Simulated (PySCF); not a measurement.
Positional isomers: propene chloro+silyl. Isolated molecules, 0 K electronic values unless said otherwise. One relaxed conformer stands for each flexible species; it need not be the lowest. Strings in code marks are SMILES.

These are TPSSh-D3(BJ)/def2-TZVP // CAM-B3LYP-D3(BJ)/def2-TZVP (PySCF) values and carry that method's errors. All candidates: neutral, multiplicity 1. Excitations are Tamm–Dancoff values on a coarser integration grid. The basis has no diffuse functions, so Rydberg states are missing or too high.

```
Quantity                Value
-------------------  --------
S1 excitation (TDA)   6.24 eV
HOMO–LUMO gap         5.65 eV
HOMO                 -6.81 eV
```

Question: Identify which member has these values.
A. `C/C=C(/[SiH3])Cl`
B. `C=C(Cl)C[SiH3]` (Cl–C–C–Si torsion 74°)
C. `C/C([SiH3])=C\Cl`
D. `C/C(Cl)=C\[SiH3]`

Answer: D, `C/C(Cl)=C\[SiH3]`. The others give `C/C([SiH3])=C\Cl`: 6.53 eV, 5.90 eV, -6.75 eV; `C/C=C(/[SiH3])Cl`: 6.33 eV, 5.86 eV, -6.70 eV; `C=C(Cl)C[SiH3]` (Cl–C–C–Si torsion 74°): 6.43 eV, 5.99 eV, -6.59 eV
